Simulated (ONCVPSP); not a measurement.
**Varying the ONCV potential for Zr (Z = 40)**

Base potential:

- Element: zirconium (Zr)
- Generator: ONCVPSP 4.0.1
- Type: optimised norm-conserving Vanderbilt (ONCV)
- Functional: revPBE
- Relativity: fully relativistic
- Frozen core: [Ar] 3d10
- Valence charge: 12
- Reference configuration: 4s2 4p6 4d2 5s2
- Partial waves: 4s+5s: rc 2.25 bohr, ncon 4, nbas 7, qcut 6.4 1/bohr, 3 projectors, debl 1.4 Ha; 4p: rc 2.15 bohr, ncon 4, nbas 7, qcut 6.4 1/bohr, 3 projectors, debl 2.1 Ha; 4d: rc 2.00 bohr, ncon 4, nbas 8, qcut 4.7 1/bohr, 2 projectors, debl 3.5 Ha
- Local potential: polynomial inside 1.30 bohr (lpopt 5, dvloc0 1 Ha)
- Core correction: Teter function fitted to the true core (icmod 2), fcfact 0.2

Open shells are filled in proportion to 2j + 1.

Cutoffs, loose and tight: the cutoffs (Ha) at which the residual kinetic energy of the hardest occupied pseudo-wave falls to 1 and 0.1 mHa per electron. They do not see the model core or the augmentation charge, which bear on the density cutoff. Test errors are all-electron minus pseudo excitation energies from the reference, over the configurations 4s2 4p6 4d2 5s1; 4s2 4p6 4d2 5s0; 4s2 4p6 4d1 5s0; 4s2 4p6 4d3 5s0. A dash means not determined; rows that change the core or the reference have their own tests.

For the base: The cutoffs count occupied waves only; projector 2 of the d channel, the hardest unoccupied one, needs 43 Ha at the loose tolerance.

```tsv
change	outcome	cutoff, loose	cutoff, tight	bound ghosts	GHOST(+) flags above zero	largest test error (meV)
base	generated	16 Ha	53 Ha	none	s	-8.2
local potential polynomial inside 1.30 bohr (lpopt 5, dvloc0 -3 Ha)	generated	16 Ha	53 Ha	none	s	-8.1
core correction Teter function fitted to the true core (icmod 2), fcfact 0.8	generated	16 Ha	53 Ha	none	s	-9.3
local potential polynomial inside 1.30 bohr (lpopt 5, dvloc0 0 Ha)	generated	16 Ha	53 Ha	none	s	-8.2
s: nproj 2	generated	16 Ha	53 Ha	none	s	-8.0
p: nbas 8	generated	16 Ha	53 Ha	none	s	-8.2
p: rc 2.22	generated	16 Ha	53 Ha	none	s	-8.1
p: rc 2.12	generated	16 Ha	53 Ha	none	s	-8.3
```

Q: What comes out with this change to the base: s: qcut 7.1?

A: outcome: generated; cutoff, loose: 16 Ha; cutoff, tight: 53 Ha; bound ghosts: none; GHOST(+) flags above zero: s; largest test error (meV): +6.5.
